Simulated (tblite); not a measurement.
Species: C₇H₁₃BS.
SMILES with atom numbers: `[CH3:1][CH2:2][C@@H:3]1[S:4][BH:5][C@H:6]2[CH2:7][C@@H:8]1[CH2:9]2` (hydrogens: H10, H11, H12 on C1; H13, H14 on C2; H15 on C3; H16 on B5; H17 on C6; H18, H19 on C7; H20 on C8; H21, H22 on C9)

Computed with GFN2-xTB (tblite), gas phase: L-BFGS steps from a force-field or distance-geometry start until the largest atomic force falls under 0.01 eV/Å.

The end geometry, which sets the zero of energy:
```
atom  x, y, z in Å
C1      3.0344   -0.3666    0.3417
C2      1.8212    0.2514   -0.3404
C3      0.5545    0.1418    0.5065
S4      0.0968   -1.6497    0.7013
B5     -1.5711   -1.7226    0.1647
C6     -2.2254   -0.3719   -0.3201
C7     -1.9063    0.7444    0.7055
C8     -0.5915    0.9750   -0.0526
C9     -1.2550    0.3493   -1.2875
H10     2.8636   -1.4224    0.5341
H11     3.2311    0.1279    1.2904
H12     3.9135   -0.2655   -0.2898
H13     1.6578   -0.2370   -1.3029
H14     2.0126    1.3110   -0.5326
H15     0.7763    0.4748    1.5259
H16    -2.1038   -2.7616    0.2015
H17    -3.2633   -0.4357   -0.6470
H18    -2.5827    1.5928    0.6190
H19    -1.8265    0.4519    1.7524
H20    -0.2542    2.0111   -0.1474
H21    -1.7581    1.0976   -1.8971
H22    -0.6343   -0.2765   -1.9271
```

Problem. These geometries come from the run, each turned onto the end geometry. Order them by energy, lowest first.
A.
```
atom  x, y, z in Å
C1      3.0439   -0.3513    0.3724
C2      1.8455    0.2581   -0.3403
C3      0.5585    0.1187    0.4667
S4      0.0997   -1.6770    0.6276
B5     -1.5918   -1.7245    0.1610
C6     -2.2523   -0.3612   -0.2849
C7     -1.8791    0.7620    0.7125
C8     -0.5845    0.9555   -0.0898
C9     -1.2989    0.3265   -1.2945
H10     2.8921   -1.4145    0.5330
H11     3.1878    0.1189    1.3416
H12     3.9461   -0.2063   -0.2150
H13     1.7251   -0.2082   -1.3192
H14     2.0235    1.3251   -0.4944
H15     0.7577    0.4371    1.4949
H16    -2.1188   -2.7678    0.1604
H17    -3.3032   -0.4094   -0.5708
H18    -2.5374    1.6263    0.6342
H19    -1.7706    0.4778    1.7598
H20    -0.2301    1.9819   -0.2144
H21    -1.8052    1.0786   -1.8978
H22    -0.7184   -0.3269   -1.9445
```
B.
```
atom  x, y, z in Å
C1      2.9611   -0.3569    0.4471
C2      1.9358    0.3772   -0.4068
C3      0.6331    0.2065    0.3661
S4      0.1822   -1.5924    0.4831
B5     -1.6161   -1.7190    0.0817
C6     -2.2865   -0.3680   -0.3258
C7     -1.7720    0.6442    0.7220
C8     -0.5554    0.9626   -0.1621
C9     -1.3255    0.3047   -1.3163
H10     2.6014   -1.3905    0.5666
H11     2.9198    0.1074    1.4347
H12     3.9668   -0.3143    0.0033
H13     1.8920   -0.1387   -1.3611
H14     2.2088    1.4381   -0.5555
H15     0.7884    0.5402    1.4005
H16    -2.2671   -2.6449    0.4083
H17    -3.3593   -0.3189   -0.5815
H18    -2.4377    1.4811    0.8965
H19    -1.4381    0.1344    1.6221
H20    -0.3666    2.0252   -0.3315
H21    -1.8811    1.0533   -1.8641
H22    -0.7944   -0.4118   -1.9287
```
C.
```
atom  x, y, z in Å
C1      3.0435   -0.3533    0.3567
C2      1.8317    0.2546   -0.3354
C3      0.5537    0.1282    0.4894
S4      0.0924   -1.6679    0.6515
B5     -1.5912   -1.7240    0.1575
C6     -2.2442   -0.3627   -0.2978
C7     -1.8911    0.7574    0.7120
C8     -0.5881    0.9660   -0.0719
C9     -1.2746    0.3296   -1.2888
H10     2.8988   -1.4175    0.5189
H11     3.2085    0.1242    1.3196
H12     3.9339   -0.2140   -0.2504
H13     1.6830   -0.2261   -1.3029
H14     2.0160    1.3166   -0.5173
H15     0.7569    0.4420    1.5181
H16    -2.1227   -2.7642    0.1684
H17    -3.2891   -0.4078   -0.6052
H18    -2.5583    1.6143    0.6351
H19    -1.7881    0.4747    1.7602
H20    -0.2410    1.9967   -0.1886
H21    -1.7732    1.0707   -1.9105
H22    -0.6673   -0.3180   -1.9202
```
D.
```
atom  x, y, z in Å
C1      2.9677   -0.3501    0.4567
C2      1.9138    0.3362   -0.3994
C3      0.5877    0.2059    0.3295
S4      0.1116   -1.6359    0.4757
B5     -1.6099   -1.7058    0.1678
C6     -2.2599   -0.3661   -0.3123
C7     -1.7899    0.6607    0.7435
C8     -0.6069    0.9772   -0.1828
C9     -1.3470    0.3151   -1.3509
H10     2.6737   -1.3856    0.5606
H11     2.9981    0.1014    1.4466
H12     3.9584   -0.3222    0.0295
H13     1.8673   -0.1147   -1.3924
H14     2.1732    1.3864   -0.5382
H15     0.7824    0.5098    1.3700
H16    -2.1951   -2.6820    0.3809
H17    -3.3096   -0.3479   -0.5558
H18    -2.4554    1.4952    0.9251
H19    -1.5053    0.2077    1.7046
H20    -0.3336    2.0283   -0.3141
H21    -1.8584    1.0683   -1.9538
H22    -0.7735   -0.3622   -1.9923
```
E.
```
atom  x, y, z in Å
C1      3.0081   -0.3755    0.4295
C2      1.8967    0.2866   -0.3823
C3      0.5666    0.1516    0.3528
S4      0.1320   -1.6652    0.4981
B5     -1.5792   -1.7198    0.1411
C6     -2.2634   -0.3634   -0.2897
C7     -1.8384    0.7300    0.7261
C8     -0.6083    0.9857   -0.1615
C9     -1.3612    0.3443   -1.3338
H10     2.7891   -1.4286    0.5967
H11     3.0550    0.0960    1.4066
H12     3.9760   -0.2756   -0.0541
H13     1.8542   -0.1551   -1.3801
H14     2.0936    1.3555   -0.4907
H15     0.7360    0.4368    1.3986
H16    -2.0998   -2.7427    0.3310
H17    -3.3253   -0.4002   -0.5223
H18    -2.5241    1.5743    0.8134
H19    -1.6000    0.3776    1.7323
H20    -0.2768    2.0240   -0.2745
H21    -1.8878    1.0690   -1.9568
H22    -0.7534   -0.2857   -1.9820
```

Solution. C (0.004 eV), A (0.008 eV), E (0.093 eV), D (0.249 eV), B (0.655 eV).

In the order of the answer:

```tsv
step	E above end (eV)	largest force (eV/Å)	rms force component (eV/Å)	rms distance from end (Å)	rms bond change (Å)	bond most changed (Å)
46	0.004	0.05	0.015	0.038	0.001	C3–S4 +0.002
37	0.008	0.08	0.023	0.060	0.001	C2–C3 -0.002
13	0.093	0.31	0.094	0.152	0.004	C3–S4 +0.014
5	0.249	0.53	0.162	0.209	0.012	C3–S4 +0.049
1	0.655	1.36	0.374	0.236	0.021	S4–B5 +0.093
```

What follows is the cost of the whole relaxation. Hardware: one thread, Arm Neoverse V1 (aarch64), no GPU, shared host with 32 logical CPUs at a one-minute load of 25. Cost: 0.63 s of wall time.
